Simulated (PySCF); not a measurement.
**Gas-phase XPS of `C=CC[C@H]1CC[SiH2]C1`, computed**

Compound: C7H14Si.
Cartesian coordinates in Å at the PBE0-D3(BJ)/def2-SVP level; atoms count from 1:
```xyz
22
C7H14Si angstrom
C      3.395   -0.136   -1.012
C      2.506   -0.869   -0.340
C      1.702   -0.405    0.831
C      0.190   -0.467    0.596
C     -0.616   -0.097    1.849
C     -2.112   -0.093    1.506
Si    -2.150    0.615   -0.258
C     -0.286    0.434   -0.558
H      3.943   -0.546   -1.864
H      3.609    0.900   -0.731
H      2.322   -1.903   -0.664
H      1.986    0.629    1.096
H      1.944   -1.033    1.708
H     -0.069   -1.513    0.339
H     -0.383   -0.780    2.683
H     -0.305    0.912    2.177
H     -2.504   -1.124    1.487
H     -2.717    0.466    2.236
H     -2.615    2.036   -0.324
H     -3.000   -0.188   -1.193
H      0.192    1.427   -0.473
H     -0.006    0.037   -1.545
```

Computed with delta-SCF UKS SCAN, pcX-2 on the ionised atom, pcseg-1 elsewhere, spin-free X2C in PySCF 2.14.0. Each binding energy is the total energy of the core-ionised species, with the hole localised on one atom, minus that of the ground state; both are solved self-consistently, so orbital relaxation is included.

Q: Give the core binding energies atom by atom.

A: 
```json
{"atom(s)": "Si7", "environment": "SiH2 silicon", "level": "Si 2p3/2", "binding energy (eV)": "106.08", "2p1/2 (eV)": "106.70", "above the level's lowest (eV)": "0.00", "count": "1"}
{"atom(s)": "C8", "environment": "sp3 carbon bound to silicon", "level": "C 1s", "binding energy (eV)": "289.71", "2p1/2 (eV)": "–", "above the level's lowest (eV)": "0.00", "count": "1"}
{"atom(s)": "C6", "environment": "sp3 carbon bound to silicon", "level": "C 1s", "binding energy (eV)": "289.87", "2p1/2 (eV)": "–", "above the level's lowest (eV)": "+0.16", "count": "1"}
{"atom(s)": "C1", "environment": "terminal =CH2 carbon", "level": "C 1s", "binding energy (eV)": "289.97", "2p1/2 (eV)": "–", "above the level's lowest (eV)": "+0.26", "count": "1"}
{"atom(s)": "C5", "environment": "ring CH2 carbon", "level": "C 1s", "binding energy (eV)": "290.37", "2p1/2 (eV)": "–", "above the level's lowest (eV)": "+0.66", "count": "1"}
{"atom(s)": "C2", "environment": "alkene CH carbon", "level": "C 1s", "binding energy (eV)": "290.38", "2p1/2 (eV)": "–", "above the level's lowest (eV)": "+0.67", "count": "1"}
{"atom(s)": "C4", "environment": "sp3 CH carbon", "level": "C 1s", "binding energy (eV)": "290.38", "2p1/2 (eV)": "–", "above the level's lowest (eV)": "+0.67", "count": "1"}
{"atom(s)": "C3", "environment": "allylic carbon", "level": "C 1s", "binding energy (eV)": "290.46", "2p1/2 (eV)": "–", "above the level's lowest (eV)": "+0.75", "count": "1"}
{"atom(s)": "Si7", "environment": "SiH2 silicon", "level": "Si 1s", "binding energy (eV)": "1845.83", "2p1/2 (eV)": "–", "above the level's lowest (eV)": "0.00", "count": "1"}
```

The listed C 1s values span 0.75 eV, from C8 (bonded to C, 2 H and Si) to C3 (bonded to 2 C and 2 H). Summing the Pauling electronegativity differences to the bonded atoms, each weighted by its formal bond order, gives -1.35 for the lowest site and -0.70 for the highest; the largest sum, -0.35, belongs to C4, 0.08 eV below the top. The values 290.37, 290.38 and 290.38 eV lie too close for their order to be trusted.

Q: Express the binding energy of C 1s of C5 in atomic units and per mole.

A: 290.37 eV = 10.6709 Eh = 28016 kJ/mol.

Spin–orbit and ligand-field terms were added within each 2p shell after the spin-free SCF. 2p1/2 minus 2p3/2 (ligand field included): Si 0.62 eV. One conformer (not necessarily the lowest) at the PBE0-D3(BJ)/def2-SVP geometry, without solvent, vibrations or thermal averaging.
